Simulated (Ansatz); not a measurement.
This geometry of H$_{4}$SSiTe (7 atoms, charge 0, multiplicity 1) is a first-order saddle point.

All numbers below come from Ansatz 0.2.0, RKS PBE0-D4/def2-SVP.

```xyz
7
Properties=species:S:1:pos:R:3
Si -1.043 0.436 -0.170
S 0.222 -0.297 1.431
Te 1.889 -1.622 0.279
H -2.435 -0.066 0.030
H -0.515 -0.024 -1.484
H -1.071 1.929 -0.122
H 2.954 -0.356 0.036
```

(1) Which two structures does it join? (They come from a converged band through this point; their orientation in space is the band's.)

(2) How far does it lie above each of them?

## Answers

(1) No bond is made or broken. The dihedral H5–Si1–S2–Te3 goes from -63 to 59°. The two ends are copies of one structure, up to a mirror image or an exchange of like atoms.

Image 0:

```xyz
7
Properties=species:S:1:pos:R:3
Si -0.934 0.537 -0.177
S 0.529 0.356 1.396
Te 1.558 -1.720 0.678
H -1.851 -0.639 -0.198
H -0.274 0.675 -1.508
H -1.702 1.780 0.138
H 2.674 -0.990 -0.328
```

Image 8:

```xyz
7
Properties=species:S:1:pos:R:3
Si -1.013 0.342 -0.218
S -0.054 -1.074 1.094
Te 2.057 -1.272 -0.085
H -2.377 0.547 0.357
H -1.119 -0.195 -1.605
H -0.274 1.638 -0.241
H 2.779 0.015 0.698
```

(2) 10.1 kJ/mol above the first and 10.0 kJ/mol above the second. This is the barrier of this one path; another mechanism may lie lower.

Time of the run: 3.4 min on 1 CPU thread of a shared host.
